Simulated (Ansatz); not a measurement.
Input file for the In atom:

```yaml
crystal:
  periodic: [false, false, false]
  atoms:
    - {symbol: In, position_ang: [0.000000, 0.000000, 0.000000]}
basis:
  gaussian: {orbitals: def2-TZVPP}
magnetization: {spin_polarized: true, initial_magnetization: 1}
correlation: {method: ccsd_t}
scf: {omitted_lower_state_checks: [cluster_reference]}
output: {orbitals: {seedname: orbitals}}
```

```sh
$ ansatz run in.yaml --threads 2 --pin off --events-out ev --progress --plain
```

The program prints (abridged):

```
Functional definition: HF
323 factors; integrals over basis functions are off by at most 1.3e-4 eV
mean field evaluation 1: about -5148.4642 eV, gradient 2.7e0 eV
mean field evaluation 2: about -5148.4643 eV, gradient 2.7e0 eV
mean field evaluation 4: about -5148.6671 eV, gradient 2.3e-1 eV
mean field evaluation 8: about -5148.6673 eV, gradient 2.9e-6 eV
mean field -5148.66729424 eV, -189.2100331714 hartree, gradient 1.6e-6 eV, S^2 0.762933; 3 other end points of the search recorded, 0 dependent functions left out
4 core orbitals not correlated: weight in the atoms' cores, before any rotation towards them, 1.000 or more for the frozen orbitals, at most 0.000 for the correlated occupied ones
reference -5148.66729424 eV, -189.2100331714 hartree; 7, 6 occupied and 39, 40 virtual orbitals, 323 factors
second order -6.76033838 eV of doubles, -0.00000000 eV of singles
cycle   1  -6.49876968 eV  change    2.6e-1 eV  update   6.8e-2
cycle   2  -6.68322770 eV  change   -1.8e-1 eV  update   2.0e-2
cycle   3  -6.69368580 eV  change   -1.0e-2 eV  update   7.6e-3
cycle   4  -6.69405600 eV  change   -3.7e-4 eV  update   1.5e-3
cycle   5  -6.69430434 eV  change   -2.5e-4 eV  update   3.8e-4
cycle   6  -6.69434891 eV  change   -4.5e-5 eV  update   1.1e-4
cycle   7  -6.69435331 eV  change   -4.4e-6 eV  update   2.4e-5
cycle   8  -6.69435150 eV  change    1.8e-6 eV  update   6.9e-6
perturbative correction -0.16972454 eV, -0.0062372618 hartree
Total energy: -5155.53137028 eV, -189.4622833133 hartree
Checks for a lower state left out: cluster_reference
```

It took 1.1 s on 2 threads of a server CPU on a shared host, with 0.14 GiB of host memory at the peak.

Correlation energy per correlated electron: -0.528 eV. T1 diagnostic: 0.0150.
